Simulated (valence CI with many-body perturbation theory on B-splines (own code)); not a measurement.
Sn XXVIII: E2, M1 decay

Method: valence CI with perturbative core correlation (CI+MBPT): five valence electrons over a frozen Dirac-Fock core [Ar], a basis of 7 s, 7 p, 8 d, 6 f, 4 g, 1 h functions for each j, with the one-electron correlation potential Σ1, the two-electron term Σ2, the three-electron term Σ3, Breit, model QED; selected CI, second order for the rest, scaled by the run's own slope (own B-spline code, finite nucleus).

No measured spectrum was set against this ion. As an estimate, large intervals hold to a few tenths of a per cent, small ones and those within an open d or f shell to about a per cent. Only levels of the ground parity were solved; by the run's estimate the other parity begins above the list, which can be wrong where configurations are misplaced.

Lines 1 to 50 of 120 in falling wavelength, among levels below 540910 cm⁻¹, chosen from the decays that carry over 1 % of a level's rate. Wavelengths and rates use the calculated energies. Electric multipoles are in the length gauge, E1 and E2 with the static RPA response of the core. S is in atomic units (e²a₀⁴ for E2 and M2, e²a₀⁶ for E3), for M1 in squared Bohr magnetons. Weak lines are less certain than strong ones. Lines between different terms over intervals too small for the method are left out, as are lines whose strength nearly cancels.

Names give the largest LS component (configuration and term), which can be under half, so a name can repeat, a term be missing and a line seem to break the LS rules; names also repeat where a configuration has a term twice. Letters in brackets count levels of one name in rising energy.

| λ vac (Å) | Upper | Lower | Type | A (s⁻¹) | S (a.u.) |
| --- | --- | --- | --- | --- | --- |
| 16720 | 3d⁵ ⁴G_11/2 | 3d⁵ ⁴G_7/2 | E2 | 1.56e-08 | 2.18e-04 |
| 9121 | 3d⁵ ⁴G_9/2 | 3d⁵ ⁴G_11/2 | M1 | 2.93e+01 | 8.23e+00 |
| 5901 | 3d⁵ ⁴G_9/2 | 3d⁵ ⁴G_7/2 | M1 | 1.17e+02 | 8.91e+00 |
| 4887 | 3d⁵ ²I_13/2 | 3d⁵ ²I_11/2 | M1 | 7.03e+01 | 4.26e+00 |
| 4702 | 3d⁵ ²D_3/2 [a] | 3d⁵ ⁴F_5/2 | M1 | 1.53e+02 | 2.37e+00 |
| 4406 | 3d⁵ ⁴P_1/2 | 3d⁵ ⁴P_3/2 | M1 | 5.02e+02 | 3.18e+00 |
| 3768 | 3d⁵ ⁴D_3/2 | 3d⁵ ²D_5/2 [a] | M1 | 3.20e+02 | 2.54e+00 |
| 2858 | 3d⁵ ²G_7/2 [a] | 3d⁵ ²F_5/2 [a] | M1 | 2.31e+02 | 1.60e+00 |
| 2842 | 3d⁵ ⁴D_7/2 | 3d⁵ ⁴G_9/2 | M1 | 2.20e+02 | 1.50e+00 |
| 2754 | 3d⁵ ⁴D_7/2 | 3d⁵ ⁴G_5/2 [b] | M1 | 8.63e+02 | 5.35e+00 |
| 2727 | 3d⁵ ⁴F_3/2 | 3d⁵ ²D_5/2 [a] | M1 | 3.65e+02 | 1.10e+00 |
| 2465 | 3d⁵ ²G_9/2 [a] | 3d⁵ ⁴D_7/2 | M1 | 5.53e+02 | 3.07e+00 |
| 2448 | 3d⁵ ⁴G_7/2 | 3d⁵ ⁴G_5/2 [a] | M1 | 1.25e+03 | 5.46e+00 |
| 2412 | 3d⁵ ²H_9/2 | 3d⁵ ²G_9/2 [a] | M1 | 6.04e+02 | 3.14e+00 |
| 2225 | 3d⁵ ⁴P_3/2 | 3d⁵ ⁴G_5/2 [a] | M1 | 9.59e+02 | 1.57e+00 |
| 2071 | 3d⁵ ⁴F_7/2 | 3d⁵ ⁴F_5/2 | M1 | 6.29e+02 | 1.66e+00 |
| 1969 | 3d⁵ ²G_9/2 [b] | 3d⁵ ²G_7/2 [a] | M1 | 6.51e+02 | 1.84e+00 |
| 1934 | 3d⁵ ²F_5/2 [b] | 3d⁵ ²F_5/2 [a] | M1 | 2.86e+02 | 4.60e-01 |
| 1918 | 3d⁵ ⁴D_7/2 | 3d⁵ ⁴G_7/2 | M1 | 1.45e+03 | 3.04e+00 |
| 1912 | 3d⁵ ²G_7/2 [a] | 3d⁵ ²G_9/2 [a] | M1 | 1.45e+02 | 2.99e-01 |
| 1896 | 3d⁵ ²D_3/2 [a] | 3d⁵ ²F_5/2 [a] | M1 | 1.98e+02 | 2.00e-01 |
| 1830 | 3d⁵ ²D_5/2 [a] | 3d⁵ ⁴P_3/2 | M1 | 2.20e+02 | 2.99e-01 |
| 1799 | 3d⁵ ²H_9/2 | 3d⁵ ²F_7/2 [a] | M1 | 3.28e+02 | 7.07e-01 |
| 1798 | 3d⁵ ⁴F_7/2 | 3d⁵ ²H_9/2 | M1 | 1.22e+03 | 2.10e+00 |
| 1779 | 3d⁵ ⁴F_5/2 | 3d⁵ ⁴D_3/2 | M1 | 1.19e+03 | 1.49e+00 |
| 1765 | 3d⁵ ⁴G_5/2 [b] | 3d⁵ ⁴G_5/2 [a] | M1 | 5.73e+03 | 7.01e+00 |
| 1750 | 3d⁵ ⁴D_1/2 | 3d⁵ ⁴P_1/2 | M1 | 4.85e+03 | 1.93e+00 |
| 1728 | 3d⁵ ²F_5/2 [a] | 3d⁵ ⁴D_7/2 | M1 | 7.51e+02 | 8.61e-01 |
| 1710 | 3d⁵ ⁴D_3/2 | 3d⁵ ⁴P_1/2 | M1 | 7.34e+01 | 5.44e-02 |
| 1703 | 3d⁵ ²D_5/2 [a] | 3d⁵ ⁴G_7/2 | M1 | 2.09e+03 | 2.29e+00 |
| 1678 | 3d⁵ ²F_7/2 [b] | 3d⁵ ²F_5/2 [a] | M1 | 6.16e+02 | 8.63e-01 |
| 1677 | 3d⁵ ²I_11/2 | 3d⁵ ⁴G_9/2 | M1 | 8.41e+02 | 1.76e+00 |
| 1623 | 3d⁵ ²F_7/2 [a] | 3d⁵ ⁴G_9/2 | M1 | 2.23e+03 | 2.83e+00 |
| 1622 | 3d⁵ ²G_9/2 [b] | 3d⁵ ²H_9/2 | M1 | 3.30e+03 | 5.22e+00 |
| 1622 | 3d⁵ ²H_11/2 | 3d⁵ ²H_9/2 | M1 | 1.03e+03 | 1.96e+00 |
| 1594 | 3d⁵ ²F_7/2 [a] | 3d⁵ ⁴G_5/2 [b] | M1 | 4.75e+02 | 5.70e-01 |
| 1589 | 3d⁵ ⁴F_5/2 | 3d⁵ ²F_7/2 [a] | M1 | 4.25e+03 | 3.80e+00 |
| 1508 | 3d⁵ ²F_5/2 [b] | 3d⁵ ⁴F_3/2 | M1 | 3.06e+03 | 2.34e+00 |
| 1505 | 3d⁵ ²G_7/2 [a] | 3d⁵ ²F_7/2 [a] | M1 | 1.66e+03 | 1.68e+00 |
| 1485 | 3d⁵ ²D_3/2 [a] | 3d⁵ ⁴F_3/2 | M1 | 2.60e+03 | 1.26e+00 |
| 1457 | 3d⁵ ⁴F_3/2 | 3d⁵ ⁴P_1/2 | M1 | 9.00e+02 | 4.13e-01 |
| 1440 | 3d⁵ ⁴D_3/2 | 3d⁵ ⁴G_5/2 [b] | M1 | 9.50e+02 | 4.20e-01 |
| 1416 | 3d⁵ ²I_11/2 | 3d⁵ ⁴G_11/2 | M1 | 4.51e+03 | 5.70e+00 |
| 1300 | 3d⁵ ²F_7/2 [b] | 3d⁵ ²G_9/2 [a] | M1 | 1.04e+03 | 6.77e-01 |
| 1291 | 3d⁵ ²D_3/2 [a] | 3d⁵ ⁴D_3/2 | M1 | 2.59e+02 | 8.25e-02 |
| 1273 | 3d⁵ ²F_7/2 [a] | 3d⁵ ⁴G_7/2 | M1 | 7.14e+02 | 4.37e-01 |
| 1269 | 3d⁵ ²D_3/2 [a] | 3d⁵ ⁴D_1/2 | M1 | 6.56e+02 | 1.99e-01 |
| 1254 | 3d⁵ ⁴F_7/2 | 3d⁵ ²F_5/2 [a] | M1 | 2.89e+03 | 1.69e+00 |
| 1252 | 3d⁵ ⁴D_1/2 | 3d⁵ ⁴P_3/2 | M1 | 4.27e+03 | 6.23e-01 |
| 1232 | 3d⁵ ⁴D_3/2 | 3d⁵ ⁴P_3/2 | M1 | 1.72e+02 | 4.75e-02 |
